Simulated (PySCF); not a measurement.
Species: C9H9FSi.
Atom-mapped SMILES: `[CH3:1][Si@H:2]1[CH:3]=[CH:4][c:5]2[c:6]([F:7])[cH:8][cH:9][cH:10][c:11]21` (hydrogens: H12, H13, H14 on C1; H15 on Si2; H16 on C3; H17 on C4; H18 on C8; H19 on C9; H20 on C10)

A GFN2-xTB structure was refined with PBE0-D3(BJ)/def2-SVP geometry optimisation, gas phase (PySCF). Its GFN2-xTB values:

```
    coordinate  GFN2-xTB
        C1–Si2   1.898 Å
        C1–H12   1.086 Å
        Si2–C3   1.887 Å
       Si2–H15   1.468 Å
         C3=C4   1.337 Å
        C3–H16   1.077 Å
         C4–C5   1.455 Å
        C4–H17   1.081 Å
        C5–C11   1.406 Å
         C6–F7   1.355 Å
         C8–C9   1.383 Å
        C8–H18   1.079 Å
        C9–C10   1.390 Å
        C9–H19   1.080 Å
       C10–C11   1.380 Å
       C10–H20   1.080 Å
     C1–Si2–C3    114.3°
    C1–Si2–C11    113.0°
     Si2–C3–C4    110.7°
    Si2–C11–C5    108.3°
   Si2–C11–C10    131.9°
    C3–Si2–C11     89.2°
      C3–C4–C5    116.4°
    C9–C10–C11    120.4°
  C1–Si2–C3–C4      115°
C1–Si2–C11–C10       64°
```

How do these coordinates change at the PBE0-D3(BJ)/def2-SVP level?

```
    coordinate  PBE0-D3(BJ)/def2-SVP (Å or °)  change
       Si2–H15                          1.498  +0.030
        C1–Si2                          1.876  -0.022
         C6–F7                          1.335  -0.020
         C4–C5                          1.473  +0.018
        C3–H16                          1.092  +0.015
        C1–H12                          1.100  +0.014
        C4–H17                          1.095  +0.014
         C3=C4                          1.351  +0.014
        C8–H18                          1.092  +0.013
       C10–H20                          1.093  +0.013
        C9–H19                          1.093  +0.013
        Si2–C3                          1.876  -0.011
       C10–C11                          1.391  +0.011
        C9–C10                          1.400  +0.010
         C8–C9                          1.393  +0.010
        C5–C11                          1.415  +0.009
    C3–Si2–C11                           91.8    +2.6
     Si2–C3–C4                          108.7    -2.0
    Si2–C11–C5                          106.6    -1.7
   Si2–C11–C10                          133.3    +1.4
     C1–Si2–C3                          115.3    +1.0
    C1–Si2–C11                          113.8    +0.8
      C3–C4–C5                          117.0    +0.6
    C9–C10–C11                          120.0    -0.4
C1–Si2–C11–C10                             61      -3
  C1–Si2–C3–C4                            117      +2
```

The energy falls by 2.2 kcal/mol over 7 energy and gradient evaluations, the largest force component goes from 0.0207 to 1.9e-04 Eh/bohr, and the atoms move by 0.034 Å rms after alignment. The bond that changes most is Si2–H15 (SiH silicon to Si–H hydrogen), which lengthens by 0.030 Å. Bonds longer at the end by more than 0.005 Å: 17 of 21; shorter: 4. Rotational constants go from 1718, 768.0, 566.0 to 1706, 769.8, 563.0 MHz.

The run used 203 basis functions and 47 SCF cycles in all.

No frequency check.
